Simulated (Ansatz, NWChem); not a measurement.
The same job for Ansatz

This NWChem 7.3.0 job computes CH2FNOSn (SMILES O=C=[N][SnH2][F]):

run.py:
```python
from ase import Atoms
from ase.calculators.nwchem import NWChem

system = Atoms(['O', 'C', 'N', 'Sn', 'F', 'H', 'H'], positions=[
    [-0.221700, -2.869300, -0.931600],
    [-0.121500, -1.906800, -0.283800],
    [-0.020900, -0.958200, 0.449400],
    [0.157400, 1.031600, 0.318500],
    [-0.877100, 1.510000, -1.220100],
    [-0.618600, 1.696100, 1.665200],
    [1.763800, 1.428500, -0.043200],
])

calc = NWChem(
    label='ch2fnosn',
    theory='scf',
    memory='1800 mb',
    basis='def2-SVP',
    basispar='spherical bse',
    scf={'nopen': '0', 'rhf': None, 'thresh': '1e-08', 'maxiter': '80'},
    **{'ecp bse': {'Sn library': 'def2-SVP'}},
)
system.calc = calc

forces = system.get_forces()
print(f"energy = {system.get_potential_energy():.6f} eV")
print("forces (eV/A):")
for s, f in zip(system.symbols, forces):
    print(f"{s:2s} {f[0]:10.5f} {f[1]:10.5f} {f[2]:10.5f}")
print("dipole (e A):", system.get_dipole_moment().round(4))
```

```bash
$ export ASE_NWCHEM_COMMAND="nwchem PREFIX.nwi > PREFIX.nwo"
$ python run.py
```

Geometry: relaxed at PBE0-D4/def2-TZVP. This is one conformer, not always the lowest.

The shape isn't stationary at this level (largest force 2.3 eV/Å).

It gives a total energy of -480.954379 Eh.

Q: Translate the job to Ansatz 0.2.0 as an input file of the program's own, asking for the energy.

A: For example:

in.yaml:
```yaml
crystal:
  periodic: [false, false, false]
  atoms:
    - {symbol: O, position_ang: [-0.221700, -2.869300, -0.931600]}
    - {symbol: C, position_ang: [-0.121500, -1.906800, -0.283800]}
    - {symbol: "N", position_ang: [-0.020900, -0.958200, 0.449400]}
    - {symbol: Sn, position_ang: [0.157400, 1.031600, 0.318500]}
    - {symbol: F, position_ang: [-0.877100, 1.510000, -1.220100]}
    - {symbol: H, position_ang: [-0.618600, 1.696100, 1.665200]}
    - {symbol: H, position_ang: [1.763800, 1.428500, -0.043200]}
basis:
  gaussian: {orbitals: def2-SVP}
output: {orbitals: {seedname: orbitals}}
hamiltonian: {xc: hf}
accuracy: high
```

```bash
$ ansatz run in.yaml --threads 1 --pin off --max-ram 3480MiB --events-out events.jsonl --progress --plain --runs-dir runs
```

Its energy is -480.954379 Eh, the same as the first but for the last digit, at most.
